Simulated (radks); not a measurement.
Charge is removed step by step from the 4d5/2 level of the ruthenium ion Ru+, starting from [Kr] 4d(3/2: 4, 5/2: 3). Calculated with a radial shooting solver on a logarithmic mesh with Libxc functionals: Dirac Kohn-Sham, PBE, spin-unpolarised, spherical densities, point nucleus.

removed (e),E - E(0) (eV),eigenvalue (eV),E minus straight line (eV)
0,0.000,-12.364,0.000
0.25,3.427,-15.076,-1.070
0.5,7.548,-17.912,-1.446
0.75,12.393,-20.862,-1.098
1,17.988,-23.918,0.000

Removing the whole electron costs 17.988 eV by Delta-SCF, against 12.364 eV from minus the eigenvalue at the starting occupation. Slater's transition state (half an electron removed) gives 17.912 eV. Integrating minus the eigenvalue over the occupation (Janak's theorem) gives 17.988 eV. The mean slope of the eigenvalue, de/dn, is 11.6 eV per electron. Ionisation energy of Ru+ in the NIST Atomic Spectra Database: 16.8 eV (semi-empirical).

Beside tabulated values, note that spin-unpolarised runs miss the spin-polarisation part of the exchange energy of open shells.
